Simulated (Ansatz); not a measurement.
C$_{2}$H$_{4}$SSe (`C[Se]C=S`). The species carries charge 0 and has multiplicity 1. The geometry is a stationary point of PBE0-D4/def2-TZVP. It is one conformer, not always the lowest.

```xyz
8

C     0.582    0.751    0.913
Se    1.032   -0.549   -0.462
C    -0.685   -0.905   -1.098
S    -1.044   -1.932   -2.286
H    -0.061    0.296    1.664
H     0.105    1.621    0.465
H     1.522    1.050    1.374
H    -1.452   -0.331   -0.572
```

(1) What is the dipole moment at B3LYP/def2-TZVPP? (An estimate is asked.)

(2) And with PBE, r2SCAN, ωB97M-V? (Best estimate.)

(3) Give the Mulliken charges with B3LYP, r2SCAN, ωB97M-V in def2-TZVPP. (An estimate is asked.)

## Answers

(1) Computed: 3.68 D, with components (0.57, 2.40, 2.74) D in this frame, pointing from negative to positive charge.

(2) The calculation gave: PBE 3.69 D, r2SCAN 3.85 D, ωB97M-V 3.55 D.

(3) The calculation gave: 
```json
{"atom": "C1", "B3LYP": "-0.40", "r2SCAN": "-0.28", "ωB97M-V": "-0.46"}
{"atom": "Se2", "B3LYP": "0.19", "r2SCAN": "0.17", "ωB97M-V": "0.18"}
{"atom": "C3", "B3LYP": "-0.12", "r2SCAN": "-0.09", "ωB97M-V": "-0.15"}
{"atom": "S4", "B3LYP": "-0.21", "r2SCAN": "-0.21", "ωB97M-V": "-0.16"}
{"atom": "H5", "B3LYP": "0.14", "r2SCAN": "0.11", "ωB97M-V": "0.16"}
{"atom": "H6", "B3LYP": "0.14", "r2SCAN": "0.10", "ωB97M-V": "0.16"}
{"atom": "H7", "B3LYP": "0.13", "r2SCAN": "0.10", "ωB97M-V": "0.15"}
{"atom": "H8", "B3LYP": "0.13", "r2SCAN": "0.10", "ωB97M-V": "0.13"}
```

B3LYP here is the variant with VWN-RPA as its local correlation; programs differ in this.
